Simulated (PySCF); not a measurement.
**Rhodium: highly charged ions in a basis for the neutral atom**

Rh⁹⁺ [Kr], Rh¹⁰⁺ [Ar] 3d10 4s2 4p5. All numbers are calculated (PySCF 2.14, a scalar-relativistic core potential, in def2-SVP with the def2 core potential (28 electrons)). No spin-orbit coupling, so a gap to NIST mixes the basis error with missing relativistic terms.

Changed run: basis of the neutral atom used for a highly charged ion. This setting is unsound on purpose.

```json
{"species": "Rh⁹⁺", "method": "UHF", "sound run (hartree)": "not run", "changed run (hartree)": "-87.91614", "converged": "yes"}
{"species": "Rh⁹⁺", "method": "M06-2X", "sound run (hartree)": "not run", "changed run (hartree)": "-88.15505", "converged": "yes"}
{"species": "Rh⁹⁺", "method": "LDA", "sound run (hartree)": "not run", "changed run (hartree)": "-88.02363", "converged": "yes"}
{"species": "Rh¹⁰⁺", "method": "UHF", "sound run (hartree)": "not run", "changed run (hartree)": "-80.17965", "converged": "yes"}
{"species": "Rh¹⁰⁺", "method": "M06-2X", "sound run (hartree)": "not run", "changed run (hartree)": "-80.38420", "converged": "yes"}
{"species": "Rh¹⁰⁺", "method": "LDA", "sound run (hartree)": "not run", "changed run (hartree)": "-80.26670", "converged": "yes"}
```

Ionisation energy of Rh⁹⁺:

```tsv
method	changed run (eV)	NIST (eV)
UHF	210.52	207.51 ± 0.05
M06-2X	211.46	207.51 ± 0.05
LDA	211.08	207.51 ± 0.05
```

The contracted functions were made for the neutral atom and can be too rigid for a highly charged ion.
